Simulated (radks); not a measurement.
Values are calculated unless marked as measured or tabulated.
Hg4+, configuration [Xe] 4f14 5d8.

Code: a radial shooting solver on a logarithmic mesh with Libxc functionals. Model: scalar-relativistic Kohn-Sham, PBE, spin-polarised, spherical densities, finite nucleus; open shells are filled with parallel spins first (spin-orbit coupling, left out, can overturn this in heavy ions); Fermi nuclear charge, rms radius 5.4648 fm.

Energy parts (eV):
part                       energy
total                  -533718.13
kinetic                 598772.04
electron-nucleus      -1325457.93
Hartree                 202998.32
exchange-correlation    -10030.56

Orbitals (lengths in bohr, moments of r in powers of bohr; <r^-3> diverges for s and p1/2; r(90%) holds 90 % of the orbital's charge):
1s up: occ. 1; eigenvalue (eV) -83187.19; r(90%) 0.0304; <1/r> 97.53
1s down: occ. 1; eigenvalue (eV) -83187.19; r(90%) 0.0304; <1/r> 97.53
2s up: occ. 1; eigenvalue (eV) -14786.99; r(90%) 0.109; <1/r> 22.88
2s down: occ. 1; eigenvalue (eV) -14786.81; r(90%) 0.109; <1/r> 22.88
2p up: occ. 3; eigenvalue (eV) -12762.80; r(90%) 0.103; <1/r> 20.28; <r^-3> 26780
2p down: occ. 3; eigenvalue (eV) -12762.65; r(90%) 0.103; <1/r> 20.28; <r^-3> 26780
3s up: occ. 1; eigenvalue (eV) -3548.142; r(90%) 0.265; <1/r> 8.484
3s down: occ. 1; eigenvalue (eV) -3548.071; r(90%) 0.265; <1/r> 8.484
3p up: occ. 3; eigenvalue (eV) -2962.975; r(90%) 0.272; <1/r> 7.721; <r^-3> 6155
3p down: occ. 3; eigenvalue (eV) -2962.895; r(90%) 0.272; <1/r> 7.721; <r^-3> 6155
3d up: occ. 5; eigenvalue (eV) -2346.134; r(90%) 0.256; <1/r> 7.260; <r^-3> 759.1
3d down: occ. 5; eigenvalue (eV) -2345.999; r(90%) 0.256; <1/r> 7.260; <r^-3> 759.1
4s up: occ. 1; eigenvalue (eV) -820.0414; r(90%) 0.572; <1/r> 3.642
4s down: occ. 1; eigenvalue (eV) -819.8631; r(90%) 0.572; <1/r> 3.642
4p up: occ. 3; eigenvalue (eV) -628.0835; r(90%) 0.617; <1/r> 3.285; <r^-3> 1492
4p down: occ. 3; eigenvalue (eV) -627.9183; r(90%) 0.616; <1/r> 3.285; <r^-3> 1492
4d up: occ. 5; eigenvalue (eV) -399.9787; r(90%) 0.669; <1/r> 2.947; <r^-3> 161.5
4d down: occ. 5; eigenvalue (eV) -399.7870; r(90%) 0.669; <1/r> 2.948; <r^-3> 161.5
4f up: occ. 7; eigenvalue (eV) -147.1006; r(90%) 0.771; <1/r> 2.535; <r^-3> 31.74
4f down: occ. 7; eigenvalue (eV) -146.8374; r(90%) 0.770; <1/r> 2.537; <r^-3> 31.79
5s up: occ. 1; eigenvalue (eV) -169.1231; r(90%) 1.28; <1/r> 1.509
5s down: occ. 1; eigenvalue (eV) -167.9495; r(90%) 1.28; <1/r> 1.514
5p up: occ. 3; eigenvalue (eV) -117.1185; r(90%) 1.48; <1/r> 1.292; <r^-3> 265.0
5p down: occ. 3; eigenvalue (eV) -115.6940; r(90%) 1.48; <1/r> 1.296; <r^-3> 267.2
5d up: occ. 5; eigenvalue (eV) -57.9490; r(90%) 1.99; <1/r> 0.9707; <r^-3> 18.68
5d down: occ. 3; eigenvalue (eV) -56.3866; r(90%) 2.01; <1/r> 0.9694; <r^-3> 18.68

The highest occupied level is 5d down at -56.387 eV. Spin moment in Bohr magnetons: 2. Summed over all electrons, <r^2> = 33.86 bohr^2, which gives a Langevin (diamagnetic) susceptibility term of -26.8 x 10^-6 cm^3/mol. The electron density at the nucleus is 2.5e+06 e/bohr^3 (large components only).
